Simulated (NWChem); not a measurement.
Correlation energy of H$_{3}$P$_{2}$

SMILES: [PH]P
```xyz
5

P      0.9659    -0.4312     0.4281
P     -0.8888     0.3141    -0.4696
H      1.6893     0.7336     0.0101
H     -1.0635     1.5031     0.3047
H     -1.7821    -0.4807     0.3079
```
Charge 0, spin multiplicity 2.

The numbers come from NWChem runs, not from measurements. All single points use one geometry, from UPBE0/def2-SVP, a minimum by its harmonic frequencies. It is one conformer; others weren't searched.

Basis set: 6-311G**. Each correlation energy counts from its own Hartree-Fock reference.

The correlated methods keep 10 core orbitals frozen. The Pople sets run with spherical d functions. The structure started from a generated list of species. No SCF solution was tested for a lower state. Open-shell Hartree-Fock references start from PBE0 orbitals. No row is a measurement; the coupled-cluster row has its own basis-set and correlation limits.

### Question
For the correlation energy, UMP2 gives -222.0 mHa and SCS-UMP2 gives -228.7 mHa. What do CCSD on UHF, CCSD[T] on UHF, CCSD(T) on UHF give?

### Answer
CCSD on UHF: -262.7 mHa; CCSD[T] on UHF: -271.4 mHa; CCSD(T) on UHF: -271.1 mHa.
